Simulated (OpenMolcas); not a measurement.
**V4+ in a point-charge field**

V4+ among 2 point charges of -1 e arranged as a linear pair (D∞h), 1.78 Å from the ion.
```
   0.0000    0.0000    1.7800  -1.00
   0.0000    0.0000   -1.7800  -1.00
```

```json
{"Program": "OpenMolcas", "Method": "CASSCF", "Basis": "ANO-RCC-VTZP [6s5p3d2f1g]", "Scalar Hamiltonian": "DKH2, point nucleus", "Active space": "1 electron in 5 orbitals (3d)", "State averaging": "2S+1 = 2 even, 5 roots", "Spin-orbit coupling": "state interaction with AMFI integrals over the reference wave functions"}
```

The lowest spin-free states (labels by Λ), above the lowest:

```csv
State,Degeneracy,E (cm-1),Free-ion L (%)
2Δ,2,0.0,D (100)
2Π,2,5542,D (100)
2Σ,1,9256,D (100)
```

The lowest levels with spin-orbit coupling:

```
E (cm-1)  Degeneracy  2S+1               g
     0.0           2     2  0.00 0.00 2.00
   489.7           2     2  0.00 0.00 6.00
    5646           2     2  0.01 0.37 0.37
    5925           2     2  0.00 0.00 4.00
    9530           2     2  1.99 2.37 2.37
```

Powder χT (cm3 K/mol): 0.127 at 2 K, 0.132 at 10 K, 0.161 at 50 K, 0.197 at 100 K, 0.288 at 200 K, 0.392 at 300 K. The effective moment at 300 K is 2.828 √(χT) = 1.77 μB.

The lowest level has 2S+1 = 2, for which the spin-only value is χT = S(S+1) / 2 = 0.375 cm3 K/mol (g = 2). The computed 0.392 at 300 K differs by +0.017, through orbital momentum, spin-orbit coupling and any other state in reach.

This is an electrostatic model: the charges have no orbitals. No measured value stands beside these numbers.
